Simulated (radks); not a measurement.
Values are calculated unless marked as measured or tabulated.
Species: Cs. Configuration: [Kr] 4d10 5s1.5 5p6 6s1.5 (fractional occupations, a model configuration). Level of theory: Dirac Kohn-Sham, BLYP, spin-unpolarised, spherical densities, point nucleus (a radial shooting solver on a logarithmic mesh with Libxc functionals).

Spin-orbit splittings of the eigenvalues, e(l+1/2) - e(l-1/2), with zeta = 2 splitting/(2l+1) and mean radii in bohr:

| shell | occ. | splitting (eV) | zeta (eV) | <r> j=l-1/2 | <r> j=l+1/2 |
|---|---|---|---|---|---|
| 2p | 6 | 352.4 | 235.0 | 0.09402 | 0.09991 |
| 3p | 6 | 67.52 | 45.01 | 0.2887 | 0.3005 |
| 3d | 10 | 14.34 | 5.735 | 0.2714 | 0.2751 |
| 4p | 6 | 13.81 | 9.206 | 0.7205 | 0.7481 |
| 4d | 10 | ? | ? | 0.8302 | 0.8405 |
| 5p | 6 | 1.729 | 1.153 | 1.984 | 2.077 |

Estimate the 4d splitting.

Answer. 2.292 eV (zeta = 0.9168 eV).
